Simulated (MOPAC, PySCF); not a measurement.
F2Ge, SMILES `[F][Ge][F]` (lower singlet), neutral singlet in the gas phase. This singlet lies 3.49 eV below the relaxed triplet at the level frozen-core CCSD(T)/cc-pVTZ // B3LYP-D3(BJ)/def2-TZVP (Ansatz).

Cartesian coordinates (Å):
SMILES: [F][Ge][F]
```xyz
3

F      1.3218    -0.3840     0.0000
Ge    -0.0017     0.7736     0.0000
F     -1.3202    -0.3896     0.0000
```
Charge 0, spin multiplicity 1.

All levels are single points at this geometry (B3LYP-D3(BJ)/def2-TZVP); Pople sets use spherical d functions. Orbital energies aren't observables, and empty levels follow the basis.

| level | HOMO (eV) | LUMO (eV) | gap (eV) | dipole (D) | vertical IE, Delta-SCF (eV) |
|---|---|---|---|---|---|
| B3LYP-D3(BJ)/def2-TZVP in PySCF | -8.83 | -2.90 | 5.93 | 2.64 | – |
| PBE-D3(BJ)/def2-TZVP in PySCF | -7.68 | -3.40 | 4.28 | 2.38 | – |
| B3LYP/6-311+G** (LANL2DZ on Ge) in PySCF | -8.92 | -3.16 | 5.76 | 3.14 | – |
| B3LYP/6-31G* in PySCF | -8.55 | -2.65 | 5.89 | 2.24 | 11.57 |
| B3LYP/LANL2DZ in PySCF | -8.82 | -3.11 | 5.72 | 3.13 | – |
| BP86/6-31G* in PySCF | -7.52 | -3.26 | 4.26 | 1.96 | – |
| PBE/6-31G* in PySCF | -7.39 | -3.15 | 4.25 | 1.93 | 11.25 |
| SVWN5/6-31G* in PySCF | -7.61 | -3.38 | 4.23 | 1.97 | 11.57 |
| HF/6-31G* in PySCF | -11.68 | 0.49 | 12.17 | 2.69 | 10.90 |
| HF/STO-3G in PySCF | -7.07 | 5.05 | 12.12 | 0.95 | – |
| AM1 in MOPAC | -9.38 | -1.22 | 8.15 | 1.35 | – |
| PM6 in MOPAC | -10.16 | -0.87 | 9.29 | 4.09 | – |
| PM7 in MOPAC | -10.87 | -1.27 | 9.60 | 5.19 | – |
